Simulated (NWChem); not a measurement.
System: SiH2SF2; SMILES F[SiH](F)S

Input file for NWChem:

```
start job
memory heap 200 mb stack 900 mb global 1100 mb
geometry units angstroms noautoz
  Si     0.018476     0.479434     0.304139
  F     -1.340057     1.140546    -0.220458
  F      1.244541     1.278737    -0.347762
  S     -0.032686    -1.545432    -0.353259
  H      0.122632     0.627360     1.767332
  H      1.152878    -1.878362     0.203978
end
basis spherical
  * library def2-svp
end
dft
  xc mn15
  grid coarse
  iterations 150
  mulliken
end
task dft gradient
```

Excerpt of the output:

```
             Northwest Computational Chemistry Package (NWChem) 7.3.0
             --------------------------------------------------------

 C1  symmetry detected

                             Geometry "geometry" -> ""
                             -------------------------

 Output coordinates in angstroms (scale by  1.889725989 to convert to a.u.)

  No.       Tag          Charge          X              Y              Z
 ---- ---------------- ---------- -------------- -------------- --------------
    1 Si                  14.0000    -0.00211101     0.45833936     0.36106457
    2 F                    9.0000    -1.34769570     1.06146104    -0.25823269
    3 F                    9.0000     1.23838897     1.21984554    -0.30853511
    4 S                   16.0000    -0.01208292    -1.61128598    -0.14035689
    5 H                    1.0000     0.05011755     0.71880922     1.81126868
    6 H                    1.0000     1.15652389    -1.88674377     0.48044791

 Effective nuclear repulsion energy (a.u.)     229.1531656323

                                 NWChem DFT Module
                                 -----------------

 Summary of "ao basis" -> "ao basis" (spherical)
 ------------------------------------------------------------------------------
       Tag                 Description            Shells   Functions and Types
 ---------------- ------------------------------  ------  ---------------------
 Si                         def2-svp                 8       18   4s3p1d
 F                          def2-svp                 6       14   3s2p1d
 S                          def2-svp                 8       18   4s3p1d
 H                          def2-svp                 3        5   2s1p

            General Information
            -------------------
          SCF calculation type: DFT
          Wavefunction type:  closed shell.
          No. of atoms     :     6
          No. of electrons :    50
           Alpha electrons :    25
            Beta electrons :    25
          Charge           :     0
          Spin multiplicity:     1
          Use of symmetry is: off; symmetry adaption is: off
          Maximum number of iterations: 150
          AO basis - number of functions:    74
                     number of shells:    34
          Convergence on energy requested:  1.00D-06
          Convergence on density requested:  1.00D-05
          Convergence on gradient requested:  5.00D-04

              XC Information
              --------------
                         MN15 Method XC Functional
                     Hartree-Fock (Exact) Exchange  0.440
                          MN15 Exchange Functional  1.000
                        MN15 Correlation Potential  1.000

             Grid Information
             ----------------
          Grid used for XC integration:  coarse
          Radial quadrature: Mura-Knowles
          Angular quadrature: Lebedev.
          Tag              B.-S. Rad. Rad. Pts. Rad. Cut. Ang. Pts.
          ---              ---------- --------- --------- ---------
          Si                  1.10       70           8.0       302
          F                   0.50       35          10.0       302
          S                   1.00       70           8.0       302
          H                   0.35       35           9.0       302
          Grid pruning is: on
          Number of quadrature shells:   280
          Spatial weights used:  Erf1

      Superposition of Atomic Density Guess
      -------------------------------------

 Sum of atomic energies:        -885.66944353

      Non-variational initial energy
      ------------------------------

 Total energy =    -886.449707
 1-e energy   =   -1685.556424
 2-e energy   =     569.953552
 HOMO         =      -0.326293
 LUMO         =       0.087310

     ---------------------------------------------
      Total Density - Mulliken Population Analysis
     ---------------------------------------------

    Atom       Charge   Shell Charges
 -----------   ------   -------------------------------------------------------
    1 Si  14    12.54   2.00  1.99  0.84  0.17  5.93  0.81  0.51  0.30
    2 F    9     9.56   1.99  1.14  0.78  3.52  2.13  0.00
    3 F    9     9.56   1.99  1.15  0.78  3.52  2.13  0.00
    4 S   16    16.46   2.00  1.99  1.20  0.64  5.94  1.81  2.85  0.03
    5 H    1     1.09   0.69  0.39  0.01
    6 H    1     0.78   0.57  0.18  0.03

   convergence    iter        energy       DeltaE   RMS-Dens  Diis-err
 ---------------- ----- ----------------- --------- --------- ---------
 d= 0,ls=0.0,diis     1   -887.7977969337 -1.12D+03  1.68D-02  1.30D+00
 d= 0,ls=0.0,diis     2   -887.8075525355 -9.76D-03  8.57D-03  1.12D+00
 d= 0,ls=0.0,diis     3   -887.8976214643 -9.01D-02  1.71D-03  8.25D-02
 d= 0,ls=0.0,diis     4   -887.9036960509 -6.07D-03  5.05D-04  1.68D-03
 d= 0,ls=0.0,diis     5   -887.9039182496 -2.22D-04  1.32D-04  7.18D-05
  Resetting Diis
 d= 0,ls=0.0,diis     6   -887.9039285575 -1.03D-05  3.24D-05  4.53D-06
 d= 0,ls=0.0,diis     7   -887.9039291972 -6.40D-07  8.50D-06  3.46D-07

         Total DFT energy =     -887.903929197222
      One electron energy =    -1687.185694557960
           Coulomb energy =      638.075298292943
    Exchange-Corr. energy =      -67.946698564498
 Nuclear repulsion energy =      229.153165632292

 Numeric. integr. density =       49.999971328096

                       DFT Final Molecular Orbital Analysis
                       ------------------------------------

 Vector   23  Occ=2.000000D+00  E=-4.402189D-01
              MO Center=  5.3D-02, -2.8D-01,  3.5D-01, r^2= 3.7D+00
   Bfn.  Coefficient  Atom+Function         Bfn.  Coefficient  Atom+Function
  ----- ------------  ---------------      ----- ------------  ---------------
    50     -0.262508  4 S  s                 65      0.260547  5 H  s
    38      0.244529  3 F  pz                49     -0.219316  4 S  s
    24      0.215434  2 F  pz                70      0.213622  6 H  s
    54      0.189394  4 S  px                57      0.180056  4 S  px
    41     -0.163427  3 F  pz                48      0.163678  4 S  s

 Vector   24  Occ=2.000000D+00  E=-3.738722D-01
              MO Center= -6.4D-03, -8.6D-01,  2.1D-01, r^2= 3.2D+00
   Bfn.  Coefficient  Atom+Function         Bfn.  Coefficient  Atom+Function
  ----- ------------  ---------------      ----- ------------  ---------------
    58      0.384241  4 S  py                55      0.326266  4 S  py
    65     -0.241792  5 H  s                 66     -0.182332  5 H  s
    52      0.181316  4 S  py                 9     -0.176939  1 Si py
    57      0.166021  4 S  px                37     -0.148907  3 F  py
    49     -0.149145  4 S  s                 50     -0.149462  4 S  s

 Vector   25  Occ=2.000000D+00  E=-3.209581D-01
              MO Center=  1.8D-02, -1.4D+00, -6.9D-02, r^2= 1.8D+00
   Bfn.  Coefficient  Atom+Function         Bfn.  Coefficient  Atom+Function
  ----- ------------  ---------------      ----- ------------  ---------------
    59      0.524183  4 S  pz                56      0.398740  4 S  pz
    57     -0.292182  4 S  px                54     -0.223263  4 S  px
    53      0.221791  4 S  pz                51     -0.124035  4 S  px
    66     -0.103894  5 H  s                 58     -0.098812  4 S  py
    65     -0.091711  5 H  s                 13      0.075018  1 Si pz

 Vector   26  Occ=0.000000D+00  E= 3.842570D-02
              MO Center=  3.2D-01, -7.6D-01,  3.6D-01, r^2= 3.8D+00
   Bfn.  Coefficient  Atom+Function         Bfn.  Coefficient  Atom+Function
  ----- ------------  ---------------      ----- ------------  ---------------
    71      0.802677  6 H  s                 11     -0.623758  1 Si px
    57     -0.397266  4 S  px                50     -0.381839  4 S  s
    58      0.353255  4 S  py                70      0.342151  6 H  s
    21     -0.287859  2 F  s                  3     -0.276494  1 Si s
    66      0.274001  5 H  s                 13     -0.234113  1 Si pz

 Vector   27  Occ=0.000000D+00  E= 5.907795D-02
              MO Center=  8.5D-01, -8.5D-01,  4.9D-01, r^2= 3.5D+00
   Bfn.  Coefficient  Atom+Function         Bfn.  Coefficient  Atom+Function
  ----- ------------  ---------------      ----- ------------  ---------------
    71      0.894540  6 H  s                 50     -0.858376  4 S  s
     4      0.781483  1 Si s                 57     -0.607997  4 S  px
    11      0.486307  1 Si px                12     -0.424057  1 Si py
    59     -0.351955  4 S  pz                66     -0.326018  5 H  s
    49     -0.264472  4 S  s                 58     -0.252853  4 S  py

 Vector   28  Occ=0.000000D+00  E= 7.600812D-02
              MO Center= -2.8D-01, -6.5D-02,  6.5D-01, r^2= 3.2D+00
   Bfn.  Coefficient  Atom+Function         Bfn.  Coefficient  Atom+Function
  ----- ------------  ---------------      ----- ------------  ---------------
    12     -0.644284  1 Si py                66     -0.606730  5 H  s
     4      0.599295  1 Si s                 11     -0.601251  1 Si px
    58     -0.511493  4 S  py                 3      0.467945  1 Si s
    50     -0.366528  4 S  s                 13      0.346868  1 Si pz
     9     -0.273612  1 Si py                57      0.270402  4 S  px

     ---------------------------------------------
      Total Density - Mulliken Population Analysis
     ---------------------------------------------

    Atom       Charge   Shell Charges
 -----------   ------   -------------------------------------------------------
    1 Si  14    13.14   2.00  1.97  0.93  0.09  5.93  1.17  0.57  0.50
    2 F    9     9.30   1.99  1.09  0.82  3.40  2.00  0.01
    3 F    9     9.30   1.99  1.09  0.82  3.40  2.00  0.01
    4 S   16    16.23   2.00  1.97  1.21  0.64  5.93  1.92  2.51  0.05
    5 H    1     1.12   0.77  0.34  0.01
    6 H    1     0.91   0.71  0.17  0.03

     -------------------------------------------
      Total Density - Lowdin Population Analysis
     -------------------------------------------

    Atom       Charge   Shell Charges
 -----------   ------   -------------------------------------------------------
    1 Si  14    13.54   2.00  1.91  0.62  0.33  5.81  1.19  0.90  0.77
    2 F    9     9.17   1.97  0.99  0.77  3.26  2.17  0.01
    3 F    9     9.17   1.97  0.99  0.78  3.26  2.17  0.01
    4 S   16    16.00   2.00  1.94  0.96  0.69  5.82  1.97  2.57  0.06
    5 H    1     1.12   0.67  0.43  0.02
    6 H    1     1.00   0.61  0.31  0.08

     Multipole analysis of the density
     ---------------------------------

     L   x y z        total         alpha         beta         nuclear
     -   - - -        -----         -----         ----         -------
     0   0 0 0     -0.000000    -25.000000    -25.000000     50.000000

     1   1 0 0      0.373831      0.186915      0.186915     -0.000000
     1   0 1 0     -0.294304     -0.147152     -0.147152      0.000000
     1   0 0 1      0.588717      0.294358      0.294358     -0.000000

     2   2 0 0    -27.643625    -70.050855    -70.050855    112.458086
     2   1 1 0     -1.808715      1.107990      1.107990     -4.024695
     2   1 0 1      0.827705     -0.222303     -0.222303      1.272310
     2   0 2 0    -27.437673   -142.437712   -142.437712    257.437751
     2   0 1 1     -0.067710     -0.884831     -0.884831      1.701953
     2   0 0 2    -26.726357    -26.056124    -26.056124     25.385890

            General Information
            -------------------
          SCF calculation type: DFT
          Wavefunction type:  closed shell.
          No. of atoms     :     6
          No. of electrons :    50
           Alpha electrons :    25
            Beta electrons :    25
          Charge           :     0
          Spin multiplicity:     1
          Use of symmetry is: off; symmetry adaption is: off
          Maximum number of iterations: 150
          AO basis - number of functions:    74
                     number of shells:    34
          Convergence on energy requested:  1.00D-06
          Convergence on density requested:  1.00D-05
          Convergence on gradient requested:  5.00D-04

              XC Information
              --------------
                         MN15 Method XC Functional
                     Hartree-Fock (Exact) Exchange  0.440
                          MN15 Exchange Functional  1.000
                        MN15 Correlation Potential  1.000

             Grid Information
             ----------------
          Grid used for XC integration:  coarse
          Radial quadrature: Mura-Knowles
          Angular quadrature: Lebedev.
          Tag              B.-S. Rad. Rad. Pts. Rad. Cut. Ang. Pts.
          ---              ---------- --------- --------- ---------
          Si                  1.10       70           8.0       302
          F                   0.50       35          10.0       302
          S                   1.00       70           8.0       302
          H                   0.35       35           9.0       302
          Grid pruning is: on
          Number of quadrature shells:   280
          Spatial weights used:  Erf1

          Convergence Information
          -----------------------
          Convergence aids based upon iterative change in
          total energy or number of iterations.
          Levelshifting, if invoked, occurs when the
          HOMO/LUMO gap drops below (HL_TOL):  1.00D-02
          DIIS, if invoked, will attempt to extrapolate
          using up to (NFOCK): 10 stored Fock matrices.

                    Damping( 0%)  Levelshifting(0.5)       DIIS
                  --------------- ------------------- ---------------
          dE  on:    start            ASAP                start
          dE off:    2 iters        150 iters           150 iters

                            NWChem DFT Gradient Module
                            --------------------------

  charge          =   0.00
  wavefunction    = closed shell

                         DFT ENERGY GRADIENTS

    atom               coordinates                        gradient
                 x          y          z           x          y          z
   1 Si     -0.003989   0.866136   0.682313   -0.001180   0.012808  -0.004748
   2 F      -2.546776   2.005871  -0.487989    0.000713  -0.000704   0.000704
   3 F       2.340216   2.305174  -0.583047   -0.000478  -0.000515   0.000751
   4 S      -0.022833  -3.044889  -0.265236   -0.004062  -0.008819  -0.003429
   5 H       0.094708   1.358352   3.422801    0.000169  -0.000083   0.004793
   6 H       2.185513  -3.565429   0.907915    0.004838  -0.002686   0.001929
```

Level: MN15/def2-SVP. Geometry: optimised at B3LYP/6-31G* (spherical d).
